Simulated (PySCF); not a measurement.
A structure optimised at PBE0-D3(BJ)/def2-SVP, used in a PySCF frequency run:

```
Bi
F 1 2.0162
F 1 2.0162 2 95.73
F 1 2.0162 2 95.73 3 -96.37
```

Task: Write its SMILES, formula and point group.

Result: [F][Bi]([F])[F], BiF3, C3v

Task: What are its rotational constants (standard atomic weights)?

Result: 3.7857, 3.7857, 2.9748 GHz
